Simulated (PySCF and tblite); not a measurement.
Values are calculated unless marked as measured or tabulated.
C7H10OS, numbered as in [CH:1]#[C:2][C@H:3]1[CH2:4][CH2:5][S@:6](=[O:7])[CH2:8][CH2:9]1.

The ensemble was built from 60 distance-geometry starts (ETKDG, MMFF94s, GFN2-xTB) and rests on GFN2-xTB geometries. Weights use PBE0-D3(BJ)/def2-SVP energies plus GFN2-xTB zero-point and thermal terms (modes under about 100 cm⁻¹ blended into free rotors). Symmetry numbers and mirror images are counted. Conformers within 3 kcal/mol (GFN2-xTB free energy) were kept, 10 at most. Run with PySCF (density fitting) and tblite.

The 6-ring runs over atoms 3–4–5–6–8–9.

| conformer | shape | symmetry |
| --- | --- | --- |
| 1 | 6-ring chair (all substituents equatorial) | Cs |
| 2 | 6-ring chair (C2, O7 axial) | Cs |

Which of these conformers is the most populated at 298.15 K, and with what share?

Conformer 2, about 100 %.

Give the DFT energies and free energies relative to the lowest, and all weights.


```json
{"conformer": "1", "shape": "6-ring chair (all substituents equatorial)", "E(DFT) kcal/mol": "4.69", "G(298.15 K) kcal/mol": "4.33", "weight %": "0.1"}
{"conformer": "2", "shape": "6-ring chair (C2, O7 axial)", "E(DFT) kcal/mol": "0.00", "G(298.15 K) kcal/mol": "0.00", "weight %": "99.9"}
```

How does its share change from 150 K to 400 K?

From 100 % to 100 %; the mixing entropy goes from 0.00 to 0.06 cal/(mol K).


Conformer gaps in def2-SVP on xTB geometries can be 2 kcal/mol too large for S=O, P=O and other polar bonds.